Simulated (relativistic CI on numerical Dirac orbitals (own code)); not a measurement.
Energy levels of Ru¹¹⁺

Method of calculation: Dirac-Coulomb-Breit CI, KLI orbitals optimised for each configuration, model QED (radiative potential, 1s self-energy scaled to tabulated hydrogen-like ionisation energies), unscaled Slater integrals (own radial code, finite nucleus).

Configuration list (outside the closed core [Ar] 3d10): 4s²4p³, 4s4p⁴, 4p⁵, 4s²4p²4d, 4s4p³4d, 4s²4p²4f, 4s4p³4f, 4p⁴4d, 4s²4p²5s, 4s4p²4d², 4s²4p²5p, 4s²4p4d4f, 4p⁴5s, 4p⁴4f, 4s4p³5s, 4s²4p²5d, 4s4p²4d5s, 4s4p³5p, 4s²4p4f5s, 4s²4p²6s, 4s²4p²5f, 4s²4p²6p, 4s²4p²5g, 4p³4d4f, 4s4p³5d, 4s²4p²6d, 4s4p²5s², 4s²4p4d², 4s²4d³, 4s4p4d³, 4s²4d²4f, 4s4p4d²4f, 4s²4d²5s, 4p³4d², 4p²4d³, 4p²4d²4f, 4p²4d²5s, 4s²4p4f², 4s²4d4f², 4s4p4d4f², 4s²4f³, 4s4p4f³, 4s²4f²5s, 4s²4p4d5s, 4s4p4d²5s, 4s²4d4f5s, 4s4p4d4f5s, 4s²4d5s², 4p³4f², 4p²4d4f², 4p²4f³, 4p²4f²5s, 4s4p²4d4f, 4s²4p5s², 4s4p4d5s², 4s²4f5s², 4s4p4f5s², 4p³4d5s, 4p²4d4f5s, 4p²4d5s², 4s4p²4f5s, 4s4p4f²5s. Double excitations out of closed p, d and f shells are left out; levels of such configurations are missing from the list, as are those of other unlisted configurations, and high levels can miss mixing partners. These lack a partner that the ground configuration has and come out too high: 4s²4p²5p, 4s²4p²5d, 4s4p³5p, 4s²4p²6s, 4s²4p²5f.

The lowest level is 4s²4p³ ⁴S°3/2, with 77 % of that term; Hund's rules for 4s²4p³ give ⁴S° with J = 3/2, in agreement.

| No. | Configuration | Term | J | E (cm⁻¹) | % | Next component (%) | Lifetime (s) |
| --- | --- | --- | --- | --- | --- | --- | --- |
| 1 | 4s²4p³ | ⁴S° | 3/2 | 0 | 77 | 15 ²P° |  |
| 2 | 4s²4p³ | ²D° | 3/2 | 33258 | 69 | 15 ⁴S° | 2.37e-03 |
| 3 | 4s²4p³ | ²D° | 5/2 | 45029 | 97 | 2 4s4p³4d ²D° | 1.45e-02 |
| 4 | 4s²4p³ | ²P° | 1/2 | 68320 | 97 | 1 4s²4p4d² ²P° | 9.73e-04 |
| 5 | 4s²4p³ | ²P° | 3/2 | 90770 | 68 | 23 ²D° | 3.93e-04 |
| 6 | 4s4p⁴ | ⁴P | 5/2 | 262601 | 87 | 6 4s²4p²4d ⁴P | 3.48e-10 |
| 7 | 4s4p⁴ | ⁴P | 3/2 | 283154 | 87 | 7 4s²4p²4d ⁴P | 2.65e-10 |
| 8 | 4s4p⁴ | ⁴P | 1/2 | 288811 | 84 | 7 ²S | 2.37e-10 |
| 9 | 4s4p⁴ | ²D | 3/2 | 325927 | 74 | 13 4s²4p²4d ²D | 1.22e-10 |
| 10 | 4s4p⁴ | ²D | 5/2 | 333371 | 78 | 14 4s²4p²4d ²D | 1.62e-10 |
| 11 | 4s4p⁴ | ²S | 1/2 | 372276 | 50 | 26 ²P | 4.84e-11 |
| 12 | 4s4p⁴ | ²P | 3/2 | 376934 | 56 | 32 4s²4p²4d ²P | 4.54e-11 |
| 13 | 4s4p⁴ | ²P | 1/2 | 408620 | 35 | 29 ²S | 5.84e-11 |
| 14 | 4s²4p²4d | ⁴F | 3/2 | 411053 | 79 | 9 ⁴D | 3.10e-10 |
| 15 | 4s²4p²4d | ⁴F | 5/2 | 419789 | 68 | 21 ⁴D | 4.00e-10 |
| 16 | 4s²4p²4d | ²F | 5/2 | 433026 | 68 | 15 ⁴F | 1.02e-09 |
| 17 | 4s²4p²4d | ⁴F | 7/2 | 434270 | 81 | 14 ⁴D | 5.37e-09 |
| 18 | 4s²4p²4d | ⁴D | 1/2 | 439404 | 90 | 5 4s4p⁴ ²P | 1.55e-10 |
| 19 | 4s²4p²4d | ⁴D | 3/2 | 441169 | 78 | 12 ⁴F | 1.23e-10 |
| 20 | 4s²4p²4d | ²F | 7/2 | 441368 | 49 | 38 ⁴D | 4.79e-09 |
| 21 | 4s²4p²4d | ⁴F | 9/2 | 446757 | 82 | 15 ²G | 3.58e-03 |
| 22 | 4s²4p²4d | ⁴D | 5/2 | 452149 | 56 | 26 ²F | 1.68e-10 |
| 23 | 4s²4p²4d | ⁴D | 7/2 | 471938 | 40 | 28 ²F | 9.52e-10 |
| 24 | 4s²4p²4d | ²P | 3/2 | 474839 | 56 | 26 4s4p⁴ ²P | 1.07e-11 |
| 25 | 4s²4p²4d | ²G | 7/2 | 485053 | 69 | 22 ²F | 3.20e-10 |
| 26 | 4s²4p²4d | ²G | 9/2 | 493203 | 82 | 15 ⁴F | 9.06e-04 |
| 27 | 4s²4p²4d | ⁴P | 5/2 | 494840 | 75 | 11 ²D | 6.02e-12 |
| 28 | 4s²4p²4d | ²P | 1/2 | 497837 | 46 | 23 ⁴P | 8.54e-12 |
| 29 | 4s²4p²4d | ⁴P | 3/2 | 498663 | 44 | 28 ²D | 8.48e-12 |
| 30 | 4s²4p²4d | ²D | 3/2 | 507080 | 56 | 32 ⁴P | 1.29e-11 |
| 31 | 4s²4p²4d | ⁴P | 1/2 | 508877 | 55 | 23 ²P | 6.21e-12 |
| 32 | 4s²4p²4d | ²D | 5/2 | 523783 | 79 | 7 4s4p⁴ ²D | 7.62e-12 |
| 33 | 4s²4p²4d | ²D | 3/2 | 532493 | 71 | 10 4s4p⁴ ²D | 6.42e-12 |
| 34 | 4s²4p²4d | ²D | 5/2 | 536317 | 85 | 6 ²F | 3.36e-11 |
| 35 | 4s²4p²4d | ²P | 1/2 | 538097 | 75 | 16 ²S | 8.30e-12 |
| 36 | 4s²4p²4d | ²F | 5/2 | 546008 | 56 | 31 ²D | 4.67e-12 |
| 37 | 4s²4p²4d | ²S | 1/2 | 557710 | 58 | 14 ²P | 7.38e-12 |
| 38 | 4s²4p²4d | ²P | 3/2 | 559180 | 76 | 11 ²D | 7.44e-12 |
| 39 | 4s²4p²4d | ²F | 7/2 | 559835 | 93 | 2 ²G | 4.43e-12 |
| 40 | 4s²4p²4d | ²D | 3/2 | 582349 | 91 | 3 ²P | 5.42e-12 |
| 41 | 4s²4p²4d | ²D | 5/2 | 586044 | 61 | 31 ²F | 5.00e-12 |
| 42 | 4p⁵ | ²P° | 3/2 | 605462 | 68 | 28 4s4p³4d ²P° | 7.20e-11 |
| 43 | 4s4p³4d | ⁶D° | 1/2 | 624896 | 95 | 4 ⁴P° | 2.31e-09 |
| 44 | 4s4p³4d | ⁶D° | 3/2 | 625628 | 95 | 2 ⁴P° | 1.79e-09 |
| 45 | 4s4p³4d | ⁶D° | 5/2 | 626417 | 93 | 3 ⁴D° | 2.30e-09 |

Energies count from the lowest computed level; ° marks odd parity; lifetimes are radiative, by E1, M1, E2, M2, E3 decay to levels of this space only.

The mean weight of the leading LS term, summed over parents, in these 45 levels is 72 %, and that of the leading jj configuration (from the same eigenvectors) 58 %, so LS coupling describes them better.

At this charge energies of transitions that change n are usually good to better than 1 %, and those within a shell (Δn = 0) to a few per cent.

LS names give the leading component of a level, which can be under half, so a name can repeat, a term be missing and a line seem to break the LS rules.
